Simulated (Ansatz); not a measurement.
One change: `B[Se]C` becomes `C[Se][InH2]`.

Ansatz, PBE0-D4/def2-TZVP geometries, multiplicity 1. 

Elements past krypton have def2 core potentials. Scalar relativity is left out up to krypton.

```
                                                                                  property  `B[Se]C`
                                          size of the dipole moment (B3LYP/def2-TZVPP) / D      1.59
                                        size of the dipole moment (ωB97M-V/def2-TZVPP) / D      1.54
                                            size of the dipole moment (PBE/def2-TZVPP) / D      1.68
                                                   HOMO–LUMO gap (ωB97M-V/def2-TZVPP) / eV     10.23
                                                        HOMO energy (PBE0/def2-TZVPP) / eV     -7.42
ideal-gas entropy at 298 K and 1 bar (rigid rotor, harmonic PBE0-D4/def2-TZVP) / J/(mol·K)       302
```

Problem. What does the change do to each property? (Estimate.)

Solution. Computed: 
| property | `C[Se][InH2]` | shift |
| --- | --- | --- |
| size of the dipole moment (B3LYP/def2-TZVPP) / D | 1.33 | -0.26 |
| size of the dipole moment (ωB97M-V/def2-TZVPP) / D | 1.44 | -0.10 |
| size of the dipole moment (PBE/def2-TZVPP) / D | 1.27 | -0.41 |
| HOMO–LUMO gap (ωB97M-V/def2-TZVPP) / eV | 8.56 | -1.67 |
| HOMO energy (PBE0/def2-TZVPP) / eV | -6.61 | 0.81 |
| ideal-gas entropy at 298 K and 1 bar (rigid rotor, harmonic PBE0-D4/def2-TZVP) / J/(mol·K) | 350 | 48 |

With PBE0 the HOMO rises by 0.81 eV and the LUMO falls by 0.38 eV, so the gap narrows by about 1.19 eV. PBE moves the HOMO by 0.81 eV and ωB97M-V by 0.84 eV. Dipoles are sizes alone; their direction can turn. Modes under 60 cm⁻¹, often nearly free rotors, make the harmonic entropy too high.

B3LYP here is the variant with VWN-RPA as its local correlation; programs differ in this.

Spin–orbit coupling is left out; it splits and shifts lone-pair levels of the heavy atoms by tenths of an eV.
